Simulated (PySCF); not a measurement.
Molecule: `InChI=1S/C6H4N2/c7-5-6-1-3-8-4-2-6/h1-4H`.

Mapped SMILES: `[N:1]#[C:2][c:3]1[cH:4][cH:5][n:6][cH:7][cH:8]1`; H(Xn) means a hydrogen on atom n.

Geometry PBE0-D3(BJ)/def2-SVP throughout; GIAO in PySCF 2.14.0 with density-fitted response routines, gas phase, one conformer, non-relativistic; equivalent atoms averaged; basis pcSseg-1.

Q: How do the absolute shieldings σ depend on the functional? (ppm; last column core-seconds on shared hosts with different chips, so compare them loosely; the GGAs took longer than the global hybrids here, which isn't the general rule, and the cause wasn't traced)

A: 
```tsv
functional	kind	N6	N1	C5/C7	C4/C8	C3	C2	H(C5)/H(C7)	H(C4)/H(C8)	core-s
HF	Hartree–Fock	-120.9	-70.1	31.6	58.6	59.4	68.8	22.66	24.09	9.5
PBE	GGA	-107.9	-61.3	25.8	51.5	58.4	58.7	22.29	23.99	24
BLYP	GGA	-115.8	-64.3	20.5	45.9	52.8	55.3	22.58	24.27	26
KT2	GGA	-80.8	-39.3	38.3	62.4	68.9	70.2	22.56	24.15	26
PBE0	global hybrid	-111.0	-62.6	27.8	53.1	59.1	61.5	22.29	23.85	19
mPW1PW91	global hybrid	-112.1	-63.5	26.9	52.2	58.2	61.0	22.36	23.91	14
WP04	global hybrid	-120.2	-66.2	16.0	41.2	47.0	53.8	22.90	24.42	23
B97-2	global hybrid	-102.9	-55.4	30.4	55.5	61.3	63.4	22.48	24.04	16
BHandHLYP	global hybrid	-121.6	-67.9	24.9	50.3	54.9	61.1	22.54	24.00	19
```

Q: Which nucleus moves most, in ppm?

A: N6 (pyridine-type ring nitrogen): from -121.6 ppm with BHandHLYP to -80.8 ppm with KT2. The smallest spread is 0.56 ppm, at H(C4)/H(C8). Proton shifts span only some 12 ppm, so a few tenths of a ppm matter as much there as several ppm in carbon.
